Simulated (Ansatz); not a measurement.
Input (CCSDT(Q)/cc-pVDZ; Ansatz, a first-principles code):

Ansatz 0.2 input:
```yaml
crystal:
  periodic: [false, false, false]
  atoms:
    - {symbol: B, position_ang: [0.75463725, 0.20854978, 0.04226581]}
    - {symbol: N, position_ang: [-0.50761348, -0.14028287, -0.02843047]}
    - {symbol: H, position_ang: [1.87925560, 0.51934666, 0.10525356]}
    - {symbol: H, position_ang: [-1.28046013, 0.52232676, 0.05508646]}
    - {symbol: H, position_ang: [-0.81868737, -1.10244223, -0.17265575]}
basis:
  gaussian:
    orbitals: cc-pVDZ
total_charge: 1
magnetization: {spin_polarized: false}
correlation: {method: ccsdt_q, electrons: outside_noble_gas}
```

Output:

```
Functional definition: HF
integrals: 0.02 GiB planned
787 factors; integrals over basis functions are off by at most 2.4e-7 eV
mean field: 0.09 GiB planned
mean field evaluation 1: about -2188.5352 eV, gradient 5.1e1 eV
mean field evaluation 2: about -2188.5341 eV, gradient 5.1e1 eV
mean field evaluation 4: about -2193.8534 eV, gradient 2.4e0 eV
mean field evaluation 8: about -2193.8812 eV, gradient 4.4e-4 eV
mean field evaluation 16: about -2193.8812 eV, gradient 1.9e-1 eV
mean field -2193.88119115 eV, -80.6236467086 hartree, gradient 2.6e-6 eV, S^2 0.000000; 0 other end points of the search recorded, 0 dependent functions left out
2 core orbitals not correlated
reference -2193.88119115 eV, -80.6236467086 hartree; 5, 5 occupied and 36, 36 virtual orbitals, 787 factors
second order -6.24797198 eV of doubles, -0.00000000 eV of singles
coupled cluster: 0.33 GiB planned
cycle   1  -6.61560669 eV  change   -3.7e-1 eV  update   6.9e-2
cycle   2  -6.91448258 eV  change   -3.0e-1 eV  update   3.0e-2
cycle   3  -7.06295375 eV  change   -1.5e-1 eV  update   1.7e-2
cycle   4  -7.04248585 eV  change    2.0e-2 eV  update   4.6e-3
cycle   5  -7.04246893 eV  change    1.7e-5 eV  update   2.2e-3
cycle   6  -7.04422100 eV  change   -1.8e-3 eV  update   6.5e-4
cycle   7  -7.04425486 eV  change   -3.4e-5 eV  update   2.4e-4
cycle   8  -7.04412403 eV  change    1.3e-4 eV  update   7.2e-5
cycle   9  -7.04414236 eV  change   -1.8e-5 eV  update   2.7e-5
cycle  10  -7.04414677 eV  change   -4.4e-6 eV  update   8.2e-6
cycle  11  -7.04414689 eV  change   -1.2e-7 eV  update   2.9e-6
cycle  12  -7.04415023 eV  change   -3.3e-6 eV  update   8.4e-7
cycle  13  -7.04415102 eV  change   -7.9e-7 eV  update   2.7e-7
cycle  14  -7.04415146 eV  change   -4.4e-7 eV  update   1.1e-7
perturbative correction -0.01398971 eV, -0.0005141122 hartree
Total energy: -2200.93933231 eV, -80.8830286122 hartree
```
